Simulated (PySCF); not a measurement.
Compound: C8H16OP (charge +1).
Cartesian coordinates in Å at the PBE0-D3(BJ)/def2-SVP level; atoms count from 1:
```xyz
26
C8H16OP angstrom
C      1.3711   -0.6437    1.7645
C      1.5003   -0.3708    0.4598
C      2.8057   -0.1041   -0.2322
P      0.0089   -0.2272   -0.5488
C      0.3942   -0.6424   -2.2570
C     -1.3706   -1.2570    0.0509
C     -2.3043   -0.3773    0.8985
O     -1.5448    0.5475    1.6330
C     -1.2087    1.7264    0.9416
C     -0.6612    1.4572   -0.4738
H      2.2588   -0.7039    2.4024
H      0.3998   -0.7846    2.2445
H      3.0249   -0.8564   -1.0061
H      3.6260   -0.1265    0.4978
H      2.8211    0.8856   -0.7179
H     -0.5141   -0.5447   -2.8687
H      0.7590   -1.6789   -2.3123
H      1.1668    0.0336   -2.6494
H     -0.9430   -2.0811    0.6419
H     -1.8818   -1.7039   -0.8166
H     -3.0529    0.1305    0.2637
H     -2.8554   -1.0003    1.6162
H     -0.4450    2.2227    1.5553
H     -2.0789    2.4039    0.8713
H      0.1108    2.1865   -0.7617
H     -1.4505    1.5003   -1.2431
```

All values: PBE0/pcSseg-1 (PySCF, non-relativistic), on one gas-phase PBE0-D3(BJ)/def2-SVP geometry that isn't relaxed in the solvent. The solvent is an IEF-PCM continuum (van der Waals radii × 1.2). Specific hydrogen bonds and non-electrostatic terms are outside this model.

```csv
run,E − E(gas) (kcal/mol),HOMO (eV),HOMO–LUMO gap (eV)
gas,0.00,-11.70,6.80
P,-40.63,-8.69,6.86
Q,-49.66,-8.09,6.89
```

Problem. The runs were made in acetone and chloroform. Which run belongs to which solvent?

Solution. P = chloroform, Q = acetone. The dielectric constants are 4.711 (chloroform), 20.49 (acetone), and the energy falls further as ε rises. In this model the ground state sees the solvent through ε alone.

Problem. How constant is the ratio of the lowering to 1 − 1/ε?

Solution. 
| solvent | 1 − 1/ε | E − E(gas) (kcal/mol) | ratio (kcal/mol) | polarisation term (kcal/mol) |
| --- | --- | --- | --- | --- |
| chloroform | 0.788 | -40.63 | -51.6 | -41.27 |
| acetone | 0.951 | -49.66 | -52.2 | -50.95 |

The ratio changes by +1.2 % in size from chloroform to acetone. The polarisation term is half the interaction of the solute with the induced surface charges.
